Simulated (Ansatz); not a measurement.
`C[N](C)[Hf]([F])([Cl])[I]` + H–F → `[F][Hf]([F])([Cl])[I]` + `CNC` at 700 K and 1 bar (ligand exchange at the Hf–N bond).

Gas-phase electronic energies from Ansatz, PBE0-D4/def2-TZVP geometries. CBS: MP2 limit from def2 TZ/QZ plus the TZ coupled-cluster correction, frozen cores. This one scheme is used for every species. def2 core potentials past Kr. For Hf, I outer-core shells are correlated without core-valence functions, which leaves a few kJ/mol of doubt a bond. One conformer a species, not always the lowest.

| species | CCSD(T)/CBS energy (Eh) | H − E (kJ/mol) | S (J/(mol·K)) |
| --- | --- | --- | --- |
| `C[N](C)[Hf]([F])([Cl])[I]` | -1039.59491 | 331.0 | 627.6 |
| H–F | -100.39570 | 45.2 | 198.5 |
| `[F][Hf]([F])([Cl])[I]` | -1005.01720 | 78.0 | 478.6 |
| `CNC` | -135.00321 | 296.9 | 352.4 |

H − E and S are ideal-gas, rigid-rotor, harmonic terms from PBE0-D4/def2-TZVP, for one conformer and one mirror image of each species. 1 Eh = 2625.50 kJ/mol, R = 8.31446 J/(mol·K).

Problem. By hand: ΔE, ΔH, ΔS and ΔG.

Solution. ΔE = (-1005.01720) + (-135.00321) − (-1039.59491) − (-100.39570) = -0.02980 Eh = -78.2 kJ/mol. Δ(H − E) = 78.0 + 296.9 − 331.0 − 45.2 = -1.3, so ΔH = -79.5 kJ/mol. ΔS = 478.6 + 352.4 − 627.6 − 198.5 = 4.9 J/(mol·K). ΔG = -79.5 − 700 × (4.9)/1000 = -82.9 kJ/mol.

Problem. By hand: the equilibrium constant, and the temperature at which ΔG would vanish if ΔH and ΔS stayed fixed.

Solution. log₁₀ K = −ΔG/(RT ln 10) = 6.2. ΔH and −TΔS have one sign here, so there is no such temperature.

The number of gas molecules stays the same, so ΔS is small and ΔH decides. A doubt of 5 kJ/mol in ΔE shifts log₁₀ K by 0.4 here. Other conformers and mirror images would add mixing entropy, several J/(mol·K) or more a flexible species. Modes under 60 cm⁻¹, often nearly free rotors, make the harmonic entropy too high. These are equilibria of isolated gas molecules and say nothing of rates. Largest T1 diagnostic: 0.014 (customary marks: 0.02 for closed shells, 0.045 for open ones).

ΔS is within the doubt of such terms, so its sign, and with it that verdict, could turn.
